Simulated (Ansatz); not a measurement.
C₃H₉B, triplet, geometry from GFN2-xTB (a higher spin typed on purpose: for a closed-shell molecule this is an excited state); Ansatz (a first-principles code) with CAM-B3LYP/6-31G*.

Ansatz was given this input:
Ansatz 0.2 input:
```yaml
crystal:
  periodic: [false, false, false]
  atoms:
    - {symbol: B, position_ang: [0.05650358, 0.39417268, 0.34215853]}
    - {symbol: C, position_ang: [1.41954857, -0.13518450, -0.48372115]}
    - {symbol: H, position_ang: [1.23896787, -1.03247355, -1.07187377]}
    - {symbol: H, position_ang: [2.08937162, -0.36474791, 0.33933365]}
    - {symbol: H, position_ang: [1.85126810, 0.63004949, -1.11693327]}
    - {symbol: C, position_ang: [-0.56583753, -0.64972355, 1.37286759]}
    - {symbol: H, position_ang: [-0.79811715, -1.61888125, 0.91410609]}
    - {symbol: H, position_ang: [-1.49285218, -0.28887489, 1.82201511]}
    - {symbol: H, position_ang: [0.10206547, -0.85538698, 2.21126460]}
    - {symbol: C, position_ang: [-0.85670585, 0.67333727, -1.03925510]}
    - {symbol: H, position_ang: [-1.79304235, 1.01427906, -0.60819344]}
    - {symbol: H, position_ang: [-1.02816575, -0.22719148, -1.62518173]}
    - {symbol: H, position_ang: [-0.43404466, 1.44178876, -1.67467795]}
basis:
  gaussian:
    orbitals: 6-31G*
hamiltonian:
  xc: cam_b3lyp
magnetization: {spin_polarized: true, initial_magnetization: 2}
accuracy: high
```

Output, abridged:

```
Functional definition: CAM-B3LYP
1955 factors; integrals over basis functions are off by at most 2.7e-9 eV
403 factors; integrals over basis functions are off by at most 2.4e-9 eV
mean field evaluation 1: about -3922.4349 eV, gradient 3.1e1 eV
mean field evaluation 2: about -3924.1022 eV, gradient 2.5e1 eV
mean field evaluation 4: about -3927.0891 eV, gradient 4.8e-1 eV
mean field evaluation 8: about -3927.2616 eV, gradient 2.4e-2 eV
mean field evaluation 16: about -3927.2617 eV, gradient 2.5e-5 eV
mean field -3927.26166632 eV, -144.3242042436 hartree, gradient 3.8e-8 eV, S^2 2.004004; 0 other end points of the search recorded, 0 dependent functions left out
reference -3927.26168418 eV, -144.3242049000 hartree; 17, 15 occupied and 61, 63 virtual orbitals, 1955 factors
Total energy: -3927.26168418 eV, -144.3242049000 hartree
```
